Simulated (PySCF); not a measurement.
# Ionisation energy of Yb⁴⁶⁺ by level of theory

Yb⁴⁶⁺ [Ar] 3d6 (5D) → Yb⁴⁷⁺ [Ar] 3d5 (6S), as a difference of total energies. All numbers are calculated (PySCF 2.14, scalar relativity by spin-free X2C-1e, in an even-tempered Gaussian basis (18 s from 10 bohr⁻², ratio 2.5; 13 p from 13 bohr⁻², ratio 2.5; 7 d from 13 bohr⁻², ratio 2.5; 4 f from 51 bohr⁻², ratio 2.7; 3 g from 76 bohr⁻², ratio 2.7)). Correlated levels: outer shells: [Ne] frozen; virtual orbitals above 40 to 60 times the deepest correlated orbital energy dropped. The calculations carry no spin-orbit coupling.

```json
{"method": "UHF", "ionisation energy (eV)": "3934.0"}
{"method": "LDA", "ionisation energy (eV)": "3935.9"}
{"method": "PBE", "ionisation energy (eV)": "3937.1"}
{"method": "PBE0", "ionisation energy (eV)": "3936.9"}
{"method": "r2SCAN", "ionisation energy (eV)": "3937.4"}
{"method": "M06", "ionisation energy (eV)": "3934.1"}
{"method": "r2SCAN0", "ionisation energy (eV)": "3937.1"}
{"method": "MP2 (outer shells)", "ionisation energy (eV)": "3935.2"}
{"method": "SCS-MP2 (outer shells)", "ionisation energy (eV)": "3935.5"}
```

Spin-orbit coupling is strong in these open shells (close to jj coupling). The scalar numbers leave it out and a first-order estimate fails, so it can dominate the gap to the real levels.

Breit and QED terms and the two-electron picture change are absent.

For comparison: 3929 ± 4 eV (theoretical estimate listed by NIST; NIST Atomic Spectra Database, ionization energies).
